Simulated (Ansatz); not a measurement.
Reaction (redistribution): `COBCCl` + `[CH3][Zn][CH2]S` → `COBCS` + `[CH3][Zn][CH2]Cl`

Isolated molecules relaxed with PBE0-D4/def2-TZVP in Ansatz; ΔE leaves out vibrations. CBS: MP2 limit from def2 TZ/QZ plus the TZ coupled-cluster correction, frozen cores. DFT in def2-TZVPP. For Zn outer-core shells are correlated without core-valence functions, which leaves a few kJ/mol of doubt a bond. Scalar relativity is left out up to krypton. Each species was taken in one conformer, which may not be the lowest.

`COBCCl`:

```xyz
11

C     1.816    0.721   -0.153
O     0.430    0.572   -0.392
B    -0.274   -0.455    0.106
C    -1.825   -0.487   -0.158
Cl   -2.563   -0.215    1.458
H     2.211   -0.116    0.428
H     1.981    1.652    0.393
H     2.334    0.779   -1.112
H     0.266   -1.310    0.755
H    -2.195   -1.449   -0.513
H    -2.181    0.307   -0.813
```

`[CH3][Zn][CH2]S`:

```xyz
10

C     1.243    1.759   -0.186
Zn    0.042    0.245   -0.328
C    -1.166   -1.286   -0.365
S    -1.407   -1.897    1.333
H     2.287    1.438   -0.235
H     1.071    2.470   -0.998
H     1.096    2.285    0.760
H    -0.885   -2.106   -1.027
H    -2.159   -0.948   -0.675
H    -0.123   -1.959    1.721
```

`COBCS`:

```xyz
12

C     1.665   -1.351    0.144
O     0.949   -0.258   -0.391
B    -0.372   -0.104   -0.196
C    -1.062    1.214   -0.680
S    -1.266    2.146    0.879
H     0.993   -2.077    0.610
H     2.223   -1.834   -0.660
H     2.372   -0.983    0.890
H    -0.999   -0.955    0.386
H    -2.027    1.109   -1.175
H    -0.407    1.831   -1.298
H    -2.069    1.261    1.492
```

`[CH3][Zn][CH2]Cl`:

Cartesian coordinates in Å:
```
C -1.226 1.020 -1.158
Zn 0.027 -0.036 -0.129
C 1.266 -1.072 0.976
Cl 0.918 -0.607 2.685
H -1.813 1.670 -0.505
H -0.703 1.651 -1.882
H -1.919 0.378 -1.708
H 2.319 -0.852 0.804
H 1.131 -2.152 0.917
```

| level | ΔE (kJ/mol) |
| --- | --- |
| ωB97M-V | -5.3 |
| PBE0 | -5.1 |
| HF/def2-QZVPP | -3.3 |
| MP2/CBS(def2) | -3.5 |

Q: What does CCSD(T)/CBS give? (Estimate.)

A: Ansatz gave: -3.8 kJ/mol. The listed levels differ from it by -1.5, -1.3, 0.5, 0.3 kJ/mol.

Largest T1 diagnostic among the species: 0.013.
